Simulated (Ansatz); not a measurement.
Job for Ansatz (an electronic-structure program): R-CCSD(T)/cc-pVTZ on BGeH5 (SMILES [BH2][GeH3]), atoms moved off the minimum. The run froze 15 orbitals, filled d shells among them.

Ansatz 0.2 input:
```yaml
crystal:
  periodic: [false, false, false]
  atoms:
    - {symbol: B, position_ang: [-1.71745615, -0.03917260, -0.39475056]}
    - {symbol: Ge, position_ang: [0.29247395, 0.03883199, 0.07866132]}
    - {symbol: H, position_ang: [1.19712607, -1.18019919, -0.46405988]}
    - {symbol: H, position_ang: [0.92219067, 1.30741638, -0.50934065]}
    - {symbol: H, position_ang: [0.51989503, 0.09235433, 1.59424762]}
    - {symbol: H, position_ang: [-2.38991202, 0.73295196, -0.07307988]}
    - {symbol: H, position_ang: [-2.27319373, -1.02827460, -0.95554908]}
basis:
  gaussian:
    orbitals: cc-pVTZ
magnetization: {spin_polarized: false}
correlation: {method: ccsd_t, electrons: outside_noble_gas}
scf: {lower_state_search: off}
output: {forces: true}
```

Task: Give the final energy of this run.

Result: -2103.2298 hartree (reference determinant -2102.9520, T1 diagnostic 0.011).

Task: How many basis functions does it have, and what does it roughly cost on one machine?

Result: 143 functions; around 30 core-seconds (rough).
